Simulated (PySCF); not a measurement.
B(vinyl)(OH)(OMe) (C3H7BO2), SMILES C(B(O)OC)=C. Atoms are numbered in the order given.

```xyz
13

B     -0.0104     0.2789     0.6345
C      0.8136     1.0266    -0.4709
C      0.6356     0.9591    -1.7965
H      1.5680     1.7342    -0.1028
H      1.2207     1.5706    -2.4920
H     -0.1169     0.3107    -2.2567
O     -0.1272     0.9050     1.8382
H     -0.6451     0.3695     2.4505
O     -0.6118    -0.9406     0.5221
C     -0.5328    -1.8061    -0.5735
H     -0.6703    -2.8373    -0.2147
H     -1.3300    -1.5952    -1.3068
H      0.4396    -1.7402    -1.0878
```
Charge 0, spin multiplicity 1.

The structure is a stationary point at PBE0-D3(BJ)/def2-SVP. One conformer was computed; it need not be the lowest.

Two levels are set side by side: PBE/pcSseg-1 (PySCF) and B3LYP/pcSseg-1 (PySCF). GIAO shifts against BF3 (¹¹B), H2O (¹⁷O), TMS (¹H), TMS (¹³C) at the same level; non-relativistic, no solvent, atoms listed together averaged. Differences are taken from unrounded values.

| quantity | B3LYP | PBE | PBE minus B3LYP |
|---|---|---|---|
| δ(¹¹B) of B1 (ppm) | 14.2 | 12.5 | -1.7 |
| δ(¹³C) of C2 (ppm) | 142.6 | 141.1 | -1.5 |
| δ(¹³C) of C3 (ppm) | 145.1 | 143.4 | -1.7 |
| δ(¹H) of H4 (ppm) | 6.37 | 6.48 | 0.11 |
| δ(¹⁷O) of O7 (ppm) | 129.6 | 138.4 | 8.9 |
| δ(¹H) of H8 (ppm) | 3.88 | 3.94 | 0.06 |
| δ(¹⁷O) of O9 (ppm) | 103.1 | 114.1 | 11.0 |
| δ(¹³C) of C10 (ppm) | 57.7 | 58.5 | 0.8 |

Rough cost on one machine, each run with all the roots and properties that it gave: B3LYP against PBE within a factor of 2.
